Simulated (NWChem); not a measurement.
Program: NWChem. System: C$_{2}$H$_{4}$N, charge 0, spin multiplicity 2, at a geometry optimised with UPBE0/def2-SVP. The structure started from a generated list of species. Its SCF solution wasn't tested for a lower state. Level: G0W0@UPBE0/def2-TZVP, RI basis def2-tzvp-rifit.

Input file:

```
start mol
memory heap 200 mb stack 700 mb global 1700 mb
geometry units angstroms nocenter noautoz
  C     -1.299161     0.236940     0.000000
  N     -0.105208     0.481740     0.000000
  C      1.046562    -0.381298     0.000000
  H     -1.860226    -0.724203     0.000000
  H      1.664447    -0.163298    -0.884329
  H      1.664447    -0.163298     0.884329
  H      0.783386    -1.455230     0.000000
  symmetry group Cs
end
basis spherical
  * library def2-tzvp
end
basis "ri basis" bse spherical
  * library def2-tzvp-rifit
end
dft
  xc pbe0
  odft
  mult 2
  iterations 100
  direct
  tolerances tight
end
task dft energy
gw
  states alpha occ 4 vir 2
  states beta occ 4 vir 2
end
task dft gw
```

NWChem printed:

```
             Northwest Computational Chemistry Package (NWChem) 7.3.0
             --------------------------------------------------------

                                NWChem Input Module
                                -------------------

 Scaling coordinates for geometry "geometry" by  1.889725989
 (inverse scale =  0.529177249)

 Turning off AUTOSYM since
 SYMMETRY directive was detected!

                             Geometry "geometry" -> ""
                             -------------------------

 Output coordinates in angstroms (scale by  1.889725989 to convert to a.u.)

  No.       Tag          Charge          X              Y              Z
 ---- ---------------- ---------- -------------- -------------- --------------
    1 C                    6.0000    -1.29916100     0.23694000     0.00000000
    2 N                    7.0000    -0.10520800     0.48174000     0.00000000
    3 C                    6.0000     1.04656200    -0.38129800     0.00000000
    4 H                    1.0000    -1.86022600    -0.72420300     0.00000000
    5 H                    1.0000     1.66444700    -0.16329800    -0.88432900
    6 H                    1.0000     1.66444700    -0.16329800     0.88432900
    7 H                    1.0000     0.78338600    -1.45523000     0.00000000

 Effective nuclear repulsion energy (a.u.)      65.7368756623

            Nuclear Dipole moment (a.u.)
            ----------------------------
        X                 Y               Z
 ---------------- ---------------- ----------------
     0.0000075589     0.0000056692     0.0000000000

      Symmetry information
      --------------------

 Group name             Cs
 Group number              2
 Group order               2
 No. of unique centers     6

      Symmetry unique atoms

     1    2    3    4    5    7


 Summary of "ao basis" -> "" (spherical)
 ------------------------------------------------------------------------------
       Tag                 Description            Shells   Functions and Types
 ---------------- ------------------------------  ------  ---------------------
 *                         def2-tzvp                  on all atoms

 new library libraries.bse/

 Summary of "ri basis" -> "" (spherical)
 ------------------------------------------------------------------------------
       Tag                 Description            Shells   Functions and Types
 ---------------- ------------------------------  ------  ---------------------
 *                      def2-tzvp-rifit               on all atoms

                                 NWChem DFT Module
                                 -----------------

 Summary of "ao basis" -> "ao basis" (spherical)
 ------------------------------------------------------------------------------
       Tag                 Description            Shells   Functions and Types
 ---------------- ------------------------------  ------  ---------------------
 C                         def2-tzvp                11       31   5s3p2d1f
 N                         def2-tzvp                11       31   5s3p2d1f
 H                         def2-tzvp                 4        6   3s1p

 Summary of "ao basis" -> "ao basis" (spherical)
 ------------------------------------------------------------------------------
       Tag                 Description            Shells   Functions and Types
 ---------------- ------------------------------  ------  ---------------------
 C                         def2-tzvp                11       31   5s3p2d1f
[...]
   alpha     51     52     53     54     55     56     57     58     59     60
    beta     51     52     53     54     55     56     57     58     59     60
 overlap   0.971  0.989  0.983  0.994  0.986  1.000  0.996  0.997  0.997  0.996

   alpha     61     62     63     64     65     66     67     68     69     70
    beta     61     62     63     64     65     66     67     68     69     70
 overlap   0.996  0.998  0.998  0.999  0.998  1.000  0.998  1.000  0.996  0.995

   alpha     71     72     73     74     75     76     77     78     79     80
    beta     71     72     73     74     75     76     77     78     79     80
 overlap   0.993  1.000  0.997  0.995  0.997  0.976  0.996  0.977  0.997  0.929

   alpha     81     82     83     84     85     86     87     88     89     90
    beta     81     82     83     84     86     85     87     88     89     90
 overlap   0.923  0.981  0.998  0.965  0.993  0.958  0.994  0.999  0.997  0.998

   alpha     91     92     93     94     95     96     97     98     99    100
    beta     91     92     93     94     95     96     97     98     99    100
 overlap   0.996  0.999  0.997  1.000  1.000  0.990  0.987  0.847  0.849  1.000

   alpha    101    102    103    104    105    106    107    108    109    110
    beta    101    102    103    104    105    106    107    108    109    110
 overlap   0.997  1.000  0.998  1.000  1.000  1.000  1.000  1.000  1.000  0.999

   alpha    111    112    113    114    115    116    117
    beta    111    112    113    114    115    116    117
 overlap   1.000  0.999  1.000  1.000  1.000  1.000  1.000

     --------------------------
     Expectation value of S2:
     --------------------------
      <S2> =      0.7557 (Exact =     0.7500)

 center of mass
 --------------
 x =  -0.10046680 y =   0.11184793 z =   0.00000000

 moments of inertia (a.u.)
 ------------------
          35.045483044315          33.564468157304           0.000000000000
          33.564468157304         159.626486671224           0.000000000000
           0.000000000000           0.000000000000         183.413729149591

     Multipole analysis of the density
     ---------------------------------

     L   x y z        total         alpha         beta         nuclear
     -   - - -        -----         -----         ----         -------
     0   0 0 0     -0.000000    -12.000000    -11.000000     23.000000

     1   1 0 0      0.366455      1.329884     -0.963437      0.000008
     1   0 1 0     -0.762599     -0.721108     -0.041497      0.000006
     1   0 0 1      0.000000      0.000000     -0.000000      0.000000

     2   2 0 0    -13.120973    -57.900597    -49.464517     94.244140
     2   1 1 0      1.181283     10.294616      8.500795    -17.614128
     2   1 0 1      0.000000      0.000000      0.000000      0.000000
     2   0 2 0    -15.138723    -18.942824    -15.940967     19.745069
     2   0 1 1      0.000000     -0.000000      0.000000      0.000000
     2   0 0 2    -14.043414    -10.172474     -9.456355      5.585414

 Task  times  cpu:       11.7s     wall:       11.7s

                                NWChem Input Module
                                -------------------

                                 NWChem GW Module
                                 ----------------

                             ***********************
                             ***        GW       ***
                             ***********************

 Summary of "ri basis" -> "ri basis" (spherical)
 ------------------------------------------------------------------------------
       Tag                 Description            Shells   Functions and Types
 ---------------- ------------------------------  ------  ---------------------
 C                      def2-tzvp-rifit             22       76   8s6p4d3f1g
 N                      def2-tzvp-rifit             22       76   8s6p4d3f1g
 H                      def2-tzvp-rifit              7       15   4s2p1d

                 Memory Information
                 ------------------
          Available GA per process is          1699.8 MBs
          Available stack per process is        700.0 MBs
          Available heap per process is           0.0 MBs

          Peak memory in Initialization
              Peak GA per process is                  7.8 MBs
              Peak stack per process is               0.2 MBs
              Peak heap per process is                7.9 MBs
              Memory not in MA per process            0.0 MBs

          Peak memory in AFF Calculation
              Peak GA per process is                 57.1 MBs
              Peak stack per process is              44.9 MBs
              Peak heap per process is                0.0 MBs
              Memory not in MA per process           44.9 MBs

          Computing 2-center integrals
          Computing Inverse Cholesky factor
          Computing 3-center integrals
          Computing V_xc ...

          Computing Sigma_x
          Computing RPA polarizability
          Solving quasiparticle equations

                  Alpha Orbitals
          State     Energy (eV)     Error (eV)
          -----------------------------------
@GW         9        -15.118           0.005
@GW        10        -11.465           0.004
@GW        11        -11.665           0.002
@GW        12         -7.896           0.005
@GW        13          2.289           0.002
@GW        14          3.324           0.004

                   Beta Orbitals
          State     Energy (eV)     Error (eV)
          -----------------------------------
@GW         8        -15.129           0.005
@GW         9        -14.907           0.002
@GW        10        -11.480           0.002
@GW        11        -10.685           0.002
@GW        12          0.529           0.005
@GW        13          2.641           0.005

   Applying  -2.1589 eV scissor-shift to rest of particle states

   Applying   2.4220 eV scissor-shift to rest of hole states

   Applying  -2.3574 eV scissor-shift to rest of particle states

   Applying   2.0882 eV scissor-shift to rest of hole states

     GW Timing Statistics
   ------------------------
   Init.   :          0.0s
     ERIs  :          0.5s
     Distr.:          0.0s
     Vxc   :          1.1s
   Sigma_x :          0.0s
   RPA     :          2.1s
   Wmn     :          0.0s
   Sigma_c :          0.0s
   GW total:          3.9s

 Task  times  cpu:        3.9s     wall:        3.9s

 Total times  cpu:       15.6s     wall:       15.6s
```
